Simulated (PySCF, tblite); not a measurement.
Isomers of C6H14OSi, one GFN2-xTB conformer each. Single-point energies are computed at PBE0/pcSseg-1 (PySCF, gas phase, no added dispersion term), electronic only.

Question: Rank them by PBE0/pcSseg-1 energy, lowest first (kJ/mol).
A. `[CH3:1][CH:2]([CH3:3])[C@H:4]1[CH2:5][CH2:6][O:7][SiH2:8]1` with C1–C2–C4–C5 -178°, C2–C4–C5–C6 160°, C4–C5–C6–O7 -39°, C5–C6–O7–Si8 24°, C6–O7–Si8–C4 -2°
B. `[CH3:1][O:2][CH2:3][C@H:4]1[CH2:5][CH2:6][SiH2:7][CH2:8]1` with C1–O2–C3–C4 -178°, O2–C3–C4–C5 66°, C3–C4–C5–C6 176°, C4–C5–C6–Si7 -39°, C5–C6–Si7–C8 14°, C6–Si7–C8–C4 13°

Answer: A (0.0), B (106.3).

As drawn, the lower has an Si–O bond, which the higher lacks. GFN2-xTB itself gives, in the same order: 0.0, 177.2. Both levels put the same isomer lowest.

Question: Which frontier levels, dipoles and rotational constants go with these structures?

Answer: 
```json
{"SMILES": "CC(C)[C@H]1CCO[SiH2]1", "HOMO (eV, PBE0/pcSseg-1)": "-7.74", "LUMO (eV)": "0.65", "dipole (D)": "1.83", "A, B, C (MHz)": "2942, 1214, 912.1"}
{"SMILES": "COC[C@H]1CC[SiH2]C1", "HOMO (eV, PBE0/pcSseg-1)": "-7.31", "LUMO (eV)": "1.03", "dipole (D)": "1.22", "A, B, C (MHz)": "4606, 790.1, 708.0"}
```

Question: What happens when harmonic zero-point energies from GFN2-xTB frequencies are added?

Answer: 
```tsv
SMILES	ZPE (kJ/mol)	electronic (kJ/mol)	with ZPE (kJ/mol)
CC(C)[C@H]1CCO[SiH2]1	492.5	0.0	0.0
COC[C@H]1CC[SiH2]C1	487.4	106.3	101.3
```

The zero-point energies span 5.1 kJ/mol. The order is unchanged.
